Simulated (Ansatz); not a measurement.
Input file for Ansatz (a program for electronic structure): R-PBE/def2-TZVPP on SiH2 (SMILES [SiH2]).

Ansatz 0.2 input:
```yaml
crystal:
  periodic: [false, false, false]
  atoms:
    - {symbol: Si, position_ang: [0.00000000, -0.70864284, -0.00000000]}
    - {symbol: H, position_ang: [1.09116291, 0.35427142, 0.00000000]}
    - {symbol: H, position_ang: [-1.09116291, 0.35427142, 0.00000000]}
basis:
  gaussian:
    orbitals: def2-TZVPP
hamiltonian:
  xc: {name: PBE}
scf: {lower_state_search: off}
```

The log:

```
WARN ansatz: RAYON_NUM_THREADS=4 ignored (pool sized by the plan → 4); use --threads N
Functional definition: PBE
these checks for a lower state are left out or cut short: stability, starts, cluster_reference, orbital_swaps, neighbouring_geometries, increment
integrals: 0.01 GiB planned
406 factors; their error is unknown
mean field: 0.15 GiB planned
mean field evaluation 1: about -7903.0145 eV, gradient 1.3e1 eV
mean field evaluation 2: about -7903.3972 eV, gradient 9.3e0 eV
mean field evaluation 4: about -7903.7868 eV, gradient 4.2e-1 eV
mean field evaluation 8: about -7903.7707 eV, gradient 3.8e-3 eV
mean field -7903.77073431 eV, -290.4582171178 hartree, gradient 2.7e-6 eV, S^2 0.000000; 0 other end points of the search recorded, 0 dependent functions left out
reference -7903.77076355 eV, -290.4582181923 hartree; 8, 8 occupied and 62, 62 virtual orbitals, 406 factors
Total energy: -7903.77076355 eV, -290.4582181923 hartree
Checks for a lower state left out: stability, starts, cluster_reference, orbital_swaps, neighbouring_geometries, increment
```

Self-consistency was reached.

Cost: around 0.3 core-seconds (rough).
